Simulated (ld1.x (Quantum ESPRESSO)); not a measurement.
The numbers below are computed, except where a source is named.
**Potentials for Si (Z = 14) compared**

Generated with ld1.x 7.5 (TM, RRKJ, ultrasoft, PAW), atompaw 4.2 or ONCVPSP 4.0.1. The cutoff is in Ry: for ld1.x and atompaw files where the sum of valence levels is converged to 10 mRy in a Bessel basis, for ONCV files where the hardest occupied wave has 1 mHa per electron of residual kinetic energy. The error is the largest all-electron minus pseudo excitation energy over each file’s own four to seven test configurations (ionisations up to +4, promotions, holes and added fractions of an electron), all of which were solved. The labels leave out finer settings (local radius, basis sizes, second energies), which also bear on the numbers. Spin-polarised tests are not counted. The rows are a selection from randomly drawn settings: files with unsolved tests, undetermined cutoffs or missed reference levels are left out.

```csv
potential,cutoff (Ry),largest error (meV),bound ghosts
"RRKJ, PBE, non-relativistic, rc 1.50/1.90 (sp), local s, core correction yes, reference 3s2 3p2",25,+66,none
"TM, LDA (PZ), scalar-relativistic, rc 1.90/1.30 (sp), local smoothed, core correction no, reference 3s2 3p1",60,+227,none
"TM, revPBE, scalar-relativistic, rc 1.70/2.35/2.60 (spd), local smoothed, core correction no, reference 3s1.5 3p2.5",15,-13,none
"TM, revPBE, non-relativistic, rc 1.45/2.30/2.10 (spd), local s, core correction no, reference 3s2 3p2",30,+21,none
```

(1) Fill in the row for Si: TM, PBEsol, non-relativistic, rc 1.48/1.94/1.44 (spd), local d, core correction no, reference 3s1.5 3p2.5.

(2) Fill in the row for Si: PAW, BP86, scalar-relativistic, rc 2.16/2.32 (sp), local smoothed, core correction yes, reference 3s2 3p2.

(3) Fill in the row for Si: RRKJ, LDA (PZ), scalar-relativistic, rc 1.75/1.65 (sp), local s, core correction yes, reference 3s2 3p0.

Results:

(1) cutoff 15 Ry, largest error +496 meV, bound ghosts: none.

(2) cutoff 8 Ry, largest error -64 meV, bound ghosts: none.

(3) cutoff 18 Ry, largest error +35 meV, bound ghosts: none.
